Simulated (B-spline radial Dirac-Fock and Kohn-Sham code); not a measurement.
Model: Dirac-Fock (average of configuration) total-energy differences with a finite nucleus, the Breit interaction including its frequency dependence, and self-energy and vacuum-polarisation corrections. Program: a radial B-spline solver. Correlation and solid-state effects are left out.

Q: An atom or ion in its tabulated ground configuration has these computed binding energies (the last is its least bound level). Which is it?

```
level  binding energy (eV)
   1s              67629.7
   2s              11904.6
3p1/2               2685.7
3d5/2               1949.2
4p1/2                680.6
4d3/2                451.4
   5p                217.7
```

A: Ta¹¹⁺: Z = 73 with 62 electrons, [Kr] 4d10 4f13 5s2 5p1. The hydrogen-like estimate √(E/Ry) = 70.5 for the K level lies 2.5 below Z (screening lowers it, relativity raises it); the outermost level, at 217.7 eV, fixes the charge.

Q: Identify the element and charge state from the binding energies below (tabulated ground configuration; the least bound level is included).

```tsv
level	binding energy (eV)
1s	75955.7
2s	16681.2
2p1/2	16143.6
2p3/2	14693.9
3s	6511.3
3p1/2	6291.5
3p3/2	5919.0
```

A: Re⁵⁷⁺: Z = 75 with 18 electrons, [Ne] 3s2 3p6. The hydrogen-like estimate √(E/Ry) = 74.7 for the K level lies 0.3 below Z (screening lowers it, relativity raises it); the outermost level, at 5919.0 eV, fixes the charge.
